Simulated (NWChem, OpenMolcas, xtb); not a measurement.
## How methods differ on SnCl2 (SMILES [Cl][Sn][Cl])

SnCl2 has 3 atoms, charge 0, and is taken as a singlet. As SMILES, `[Cl][Sn][Cl]`. The coordinates come from a PBE0-D4/def2-TZVP relaxation.

```xyz
3

Cl    1.1542    1.2207    0.7560
Sn   -0.7969    0.5189   -0.3766
Cl   -0.3682   -1.8045   -0.3926
```

Quantity: the dipole moment, in D. The values are calculated.

```
                           level            kind     program  value (D)
                        GFN0-xTB  semi-empirical         xtb       3.98
                        GFN1-xTB  semi-empirical         xtb       6.47
    HF/def2-SVP (core potential)    Hartree–Fock  OpenMolcas       3.50
 SVWN5/def2-SVP (core potential)             LDA  OpenMolcas       2.66
   PBE/def2-SVP (core potential)             GGA  OpenMolcas       2.80
r2SCAN/def2-SVP (core potential)        meta-GGA  OpenMolcas       3.03
 B3LYP/def2-SVP (core potential)   global hybrid      NWChem       3.01
```

The values span 2.66 to 6.47 D. Magnitudes only.
